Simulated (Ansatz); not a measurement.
C7H12 can be A, `CCC1C=CCC1`, or B, `C#CCCCCC`.

Computed with Ansatz on PBE0-D4/def2-TZVP structures; ΔE is electronic, products minus reactants. CBS: MP2 limit from def2 TZ/QZ plus the TZ coupled-cluster correction, frozen cores. Functionals use def2-TZVPP. B3LYP here is the variant with VWN-RPA as its local correlation; programs differ in this. One conformer a species, not always the lowest.

A:

```xyz
19

C     2.458    0.486   -0.243
C     1.100    0.654   -0.902
C     0.061   -0.340   -0.400
C    -1.285   -0.214   -1.059
C    -2.285   -0.300   -0.189
C    -1.787   -0.514    1.210
C    -0.290   -0.189    1.092
H     2.853   -0.520   -0.412
H     2.399    0.639    0.838
H     3.184    1.199   -0.638
H     0.723    1.669   -0.730
H     1.203    0.545   -1.988
H     0.451   -1.353   -0.592
H    -1.400   -0.102   -2.132
H    -3.338   -0.268   -0.445
H    -1.955   -1.554    1.518
H    -2.297    0.112    1.948
H    -0.126    0.855    1.381
H     0.332   -0.806    1.743
```

B:

```xyz
19

C     2.0540   -2.4358    0.4356
C     1.8841   -1.4511   -0.2305
C     1.6681   -0.2464   -1.0140
C     1.1865    0.9420   -0.1750
C    -0.1036    0.6897    0.5901
C    -1.3070    0.3827   -0.2875
C    -2.5871    0.2267    0.5148
H     2.2089   -3.3124    1.0183
H     2.6019    0.0200   -1.5193
H     0.9454   -0.4656   -1.8067
H     1.9778    1.2132    0.5300
H     1.0567    1.7965   -0.8479
H    -0.3241    1.5731    1.2001
H     0.0511   -0.1368    1.2927
H    -1.4302    1.1826   -1.0280
H    -1.1266   -0.5360   -0.8556
H    -2.4960   -0.5850    1.2419
H    -2.8187    1.1404    1.0693
H    -3.4411    0.0022   -0.1284
```

Q: Which is lower in electronic energy at CCSD(T)/CBS, and by how much? (Estimate.)

A: Ansatz gave: A, by 29.3 kcal/mol.

Q: Give E(B) − E(A) in kcal/mol with ωB97M-V, r2SCAN-D4, PBE0-D4, MP2/def2-TZVPP, B3LYP, PBE-D4, B3LYP-D4. (An estimate is asked.)

A: Ansatz gave: ωB97M-V 30.4, r2SCAN-D4 31.5, PBE0-D4 34.2, MP2/def2-TZVPP 29.2, B3LYP 26.8, PBE-D4 32.1, B3LYP-D4 28.5. None reverses the order clearly.

Largest T1 diagnostic: 0.010.

From r2SCAN to r2SCAN0 (25 % exact exchange), in def2-TZVPP and without D4, E(B) − E(A) moves by +1.7 kcal/mol. Leaving LDA and LC-ωPBE aside and taking each functional with its dispersion term where it has one, the values, not all of them listed here, spread over 7.8 kcal/mol, from BLYP-D4 to HSE06-D4. LDA lies +6.7 kcal/mol from PBE without D4.
